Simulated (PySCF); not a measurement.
[Ti(Cl)3(Br)], neutral singlet in the gas phase. 

Cartesian coordinates (Å):
```xyz
5

Ti     0.0027     0.0063     0.0022
Cl     1.4427    -0.9296     1.3333
Cl     1.0358     0.8939    -1.6911
Cl    -1.0904     1.5451     1.0780
Br    -1.4934    -1.6049    -0.7669
```
Charge 0, spin multiplicity 1.

All levels are single points at this geometry (BP86-D3(BJ)/def2-SVP); Pople sets use spherical d functions. Orbital energies aren't observables, and empty levels follow the basis.

```
level                                   HOMO (eV)  LUMO (eV)  gap (eV)  dipole (D)  vertical IE, Delta-SCF (eV)
--------------------------------------  ---------  ---------  --------  ----------  ---------------------------
PBE-D3(BJ)/def2-TZVP in PySCF               -7.89      -4.60      3.30        0.22                            –
TPSSh-D3(BJ)/def2-TZVP in PySCF             -8.52      -4.30      4.22        0.20                            –
BP86/6-31G* (LANL2DZ on Ti) in PySCF        -8.13      -4.97      3.16        0.35                            –
M06-2X/6-31G* (LANL2DZ on Ti) in PySCF     -10.56      -3.55      7.01        0.31                            –
SVWN5/6-31G* (LANL2DZ on Ti) in PySCF       -8.16      -4.99      3.17        0.32                            –
HF/6-31G* (LANL2DZ on Ti) in PySCF         -12.34      -0.97     11.37        0.40                        10.85
```
